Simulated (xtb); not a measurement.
C$_{5}$H$_{5}$N, triplet, from a rough starting geometry (a higher spin typed on purpose: for a closed-shell molecule this is an excited state); GFN2-xTB (xtb).

Here is a job for xtb.
```
$ xtb mol.xyz --gfn 2 --uhf 2 --opt vtight --json

# file mol.xyz
11

C     -0.35761242     1.11021293     0.06948830
C     -1.32137365     0.08375017    -0.09065257
C     -0.74007393    -1.18770258    -0.21030395
N      0.54855741    -1.50697311    -0.05758659
C      1.35811927    -0.46842493     0.16595375
C      0.96551924     0.85674272     0.14819323
H     -0.72225771     2.10110612     0.05664901
H     -2.30607403     0.24560471    -0.28166318
H     -1.40472560    -2.09812041    -0.33432056
H      2.41688960    -0.76433973     0.28077251
H      1.69441243     1.63841202     0.38297871
```

What the program printed (banner, timings and long lists left out):

```
   ID    Z sym.   atoms
    1    6 C      1-3, 5, 6
    2    7 N      4
    3    1 H      7-11

           -------------------------------------------------
          |                Calculation Setup                |
           -------------------------------------------------

           -------------------------------------------------
          |                 G F N 2 - x T B                 |
           -------------------------------------------------

          ...................................................
          :                      SETUP                      :
          :.................................................:
          :  # basis functions                  29          :
          :  # atomic orbitals                  29          :
          :  # shells                           17          :
          :  # electrons                        30          :
          :  max. iterations                   250          :
          :  Hamiltonian                  GFN2-xTB          :
          :  restarted?                      false          :
          :  GBSA solvation                  false          :
          :  PC potential                    false          :
          :  electronic temp.          300.0000000     K    :
          :  accuracy                    1.0000000          :
          :  -> integral cutoff          0.2500000E+02      :
          :  -> integral neglect         0.1000000E-07      :
          :  -> SCF convergence          0.1000000E-05 Eh   :
          :  -> wf. convergence          0.1000000E-03 e    :
          :  Broyden damping             0.4000000          :
          :  net charge                          0          :
          :  unpaired electrons                  2          :
          ...................................................

 iter      E             dE          RMSdq      gap      omega  full diag
   1    -16.2019965 -0.162020E+02  0.426E+00    0.27       0.0  T
   2    -16.1022027  0.997938E-01  0.561E+00    0.78       1.0  T
   3    -16.2812696 -0.179067E+00  0.217E+00    0.31       1.0  T
   4    -16.2788716  0.239799E-02  0.106E+00    0.29       1.0  T
   5    -16.2777366  0.113506E-02  0.918E-01    0.20       1.0  T
   6    -16.2834263 -0.568974E-02  0.452E-01    0.27       1.0  T
   7    -16.2842685 -0.842141E-03  0.235E-01    0.24       1.0  T
   8    -16.2843475 -0.790047E-04  0.156E-01    0.23       1.0  T
   9    -16.2844274 -0.799321E-04  0.522E-02    0.22       1.0  T
  10    -16.2844390 -0.115844E-04  0.125E-02    0.22       2.4  T
  11    -16.2844396 -0.616390E-06  0.806E-03    0.22       3.7  T
  12    -16.2844397 -0.111677E-06  0.388E-03    0.22       7.8  T
  13    -16.2844397 -0.407275E-07  0.517E-04    0.22      58.3  T
  14    -16.2844397 -0.335962E-09  0.909E-05    0.22     331.6  T

   *** convergence criteria satisfied after 14 iterations ***

 transition dipole moment (au) for excitation:          15          16
     X       Y       Z
   0.1701   0.0257  -0.0774  total (au/Debye):    0.189   0.479
 dE (eV)             :    4.129
 oscillator strength :  0.50889E-02

         :::::::::::::::::::::::::::::::::::::::::::::::::::::
         ::                     SUMMARY                     ::
         :::::::::::::::::::::::::::::::::::::::::::::::::::::
         :: total energy             -15.999782323367 Eh    ::
         :: gradient norm              0.143589549806 Eh/a0 ::
         :: HOMO-LUMO gap              0.218108244529 eV    ::
         ::.................................................::
         :: SCC energy               -16.284435355824 Eh    ::
         :: -> isotropic ES            0.005305984038 Eh    ::
         :: -> anisotropic ES          0.002723671161 Eh    ::
         :: -> anisotropic XC          0.009731766049 Eh    ::
         :: -> dispersion             -0.007189207850 Eh    ::
         :: repulsion energy           0.284653032457 Eh    ::
         :: add. restraining           0.000000000000 Eh    ::
         :: total charge               0.000000000042 e     ::
         :::::::::::::::::::::::::::::::::::::::::::::::::::::

      -----------------------------------------------------------
     |                   =====================                   |
     |                        A N C O P T                        |
     |                   =====================                   |
     |               Approximate Normal Coordinate               |
     |                Rational Function Optimizer                |
      -----------------------------------------------------------
      -----------------------------------------------------------
     |                   =====================                   |
     |                        A N C O P T                        |
     |                   =====================                   |
     |               Approximate Normal Coordinate               |
     |                Rational Function Optimizer                |
      -----------------------------------------------------------

          ...................................................
          :                      SETUP                      :
          :.................................................:
          :   optimization level         verytight          :
          :   max. optcycles                   220          :
          :   ANC micro-cycles                  20          :
          :   degrees of freedom                27          :
          :.................................................:
          :   RF solver                   davidson          :
          :   write xtbopt.log                true          :
          :   linear?                        false          :
          :   energy convergence         0.1000000E-06 Eh   :
          :   grad. convergence          0.2000000E-03 Eh/α :
          :   maxmium RF displ.          1.0000000          :
          :   Hlow (freq-cutoff)         0.1000000E-01      :
[...]
 * total energy  :   -16.0176562 Eh     change       -0.7132605E-06 Eh
 * total energy  :   -16.0176563 Eh     change       -0.1102630E-06 Eh
 * total energy  :   -16.0176564 Eh     change       -0.1293573E-06 Eh
 * total energy  :   -16.0176569 Eh     change       -0.5229368E-06 Eh
 * total energy  :   -16.0176581 Eh     change       -0.1199383E-05 Eh
 * total energy  :   -16.0176602 Eh     change       -0.2078160E-05 Eh
 * total energy  :   -16.0176665 Eh     change       -0.6314129E-05 Eh
 * total energy  :   -16.0174546 Eh     change        0.2119021E-03 Eh
 * total energy  :   -16.0176671 Eh     change       -0.2124482E-03 Eh
 * total energy  :   -16.0176720 Eh     change       -0.4964492E-05 Eh
 * total energy  :   -16.0176732 Eh     change       -0.1149408E-05 Eh
 * total energy  :   -16.0176732 Eh     change       -0.5086688E-07 Eh
   *** GEOMETRY OPTIMIZATION CONVERGED AFTER 22 ITERATIONS ***
         :: total energy             -16.017673217439 Eh    ::
[...]
         :: -> isotropic ES            0.005388546711 Eh    ::
         :: -> anisotropic ES          0.002656938947 Eh    ::
         :: -> anisotropic XC          0.011678328043 Eh    ::
         :: -> dispersion             -0.007167306386 Eh    ::
         :: repulsion energy           0.276490425117 Eh    ::
         :: add. restraining           0.000000000000 Eh    ::
         :: total charge               0.000000000000 e     ::
         :::::::::::::::::::::::::::::::::::::::::::::::::::::

           -------------------------------------------------
          |                Property Printout                |
           -------------------------------------------------

    * Orbital Energies and Occupations

         #    Occupation            Energy/Eh            Energy/eV
      -------------------------------------------------------------
         1        2.0000           -0.6544694             -17.8090
       ...           ...                  ...                  ...
         4        2.0000           -0.5807497             -15.8030
         5        2.0000           -0.5746764             -15.6377
         6        2.0000           -0.5339270             -14.5289
         7        2.0000           -0.5065359             -13.7835
         8        2.0000           -0.5009067             -13.6304
         9        2.0000           -0.4939707             -13.4416
        10        2.0000           -0.4872963             -13.2600
        11        2.0000           -0.4602864             -12.5250
        12        2.0000           -0.4345493             -11.8247
        13        2.0000           -0.4127106             -11.2304
        14        2.0000           -0.4124806             -11.2242
        15        1.0000           -0.3860974             -10.5062
        16        1.0000           -0.2449356              -6.6650 (HOMO)
        17        0.0000           -0.2243916              -6.1060 (LUMO)
        18                         -0.1057877              -2.8786
        19                          0.1054404               2.8692
        20                          0.1346628               3.6644
        21                          0.1535812               4.1792
        22                          0.1608949               4.3782
        23                          0.1953261               5.3151
        24                          0.3039434               8.2707
        25                          0.3849539              10.4751
        26                          0.4258575              11.5882
        27                          0.4311821              11.7331
       ...                                ...                  ...
        29                          0.6236191              16.9695
      -------------------------------------------------------------
                  HL-Gap            0.0205440 Eh            0.5590 eV
             Fermi-level           -0.3168387 Eh           -8.6216 eV

     #   Z          covCN         q      C6AA      α(0)
     1   6 C        2.919    -0.089    30.229     9.016
     2   6 C        2.911    -0.031    28.765     8.795
     3   6 C        2.857     0.026    27.426     8.584
     4   7 N        1.848    -0.143    24.872     7.391
     5   6 C        2.857     0.026    27.427     8.584
     6   6 C        2.911    -0.031    28.765     8.795
     7   1 H        0.926     0.043     2.408     2.427
     8   1 H        0.926     0.044     2.391     2.418
     9   1 H        0.926     0.055     2.260     2.351
    10   1 H        0.926     0.055     2.260     2.351
    11   1 H        0.926     0.044     2.391     2.418

 Mol. C6AA /au·bohr⁶  :       1545.392751
 Mol. C8AA /au·bohr⁸  :      37441.225965
 Mol. α(0) /au        :         63.128890

Wiberg/Mayer (AO) data.
largest (>0.10) Wiberg bond orders for each atom

 ---------------------------------------------------------------------------
     #   Z sym  total        # sym  WBO       # sym  WBO       # sym  WBO
 ---------------------------------------------------------------------------
     1   6 C    3.814 --     6 C    1.284     2 C    1.284     7 H    0.931
                             4 N    0.137
     2   6 C    3.968 --     3 C    1.505     1 C    1.284     8 H    0.950
                             4 N    0.108
     3   6 C    3.939 --     2 C    1.505     4 N    1.295     9 H    0.939
     4   7 N    3.068 --     3 C    1.295     5 C    1.295     1 C    0.137
                             2 C    0.108     6 C    0.108
     5   6 C    3.939 --     6 C    1.505     4 N    1.295    10 H    0.939
     6   6 C    3.968 --     5 C    1.505     1 C    1.284    11 H    0.950
                             4 N    0.108
     7   1 H    0.997 --     1 C    0.931
     8   1 H    0.998 --     2 C    0.950
     9   1 H    0.996 --     3 C    0.939
    10   1 H    0.996 --     5 C    0.939
    11   1 H    0.998 --     6 C    0.950
 ---------------------------------------------------------------------------

Topologies differ in total number of bonds
Writing topology from bond orders to xtbtopo.mol

molecular dipole:
                 x           y           z       tot (Debye)
 q only:       -0.040       0.098       0.036
   full:       -0.060       0.134       0.084       0.430
molecular quadrupole (traceless):
                xx          xy          yy          xz          yz          zz
 q only:        2.380       1.223      -0.712       0.656       0.198      -1.668
  q+dip:        4.394       1.564       0.395       1.386       0.543      -4.788
   full:        3.537       1.561      -0.410       1.052       0.334      -3.128

optimized geometry written to: xtbopt.xyz

           -------------------------------------------------
          | TOTAL ENERGY              -16.017673217439 Eh   |
          | GRADIENT NORM               0.000121732876 Eh/α |
          | HOMO-LUMO GAP               0.559029767574 eV   |
           -------------------------------------------------
```
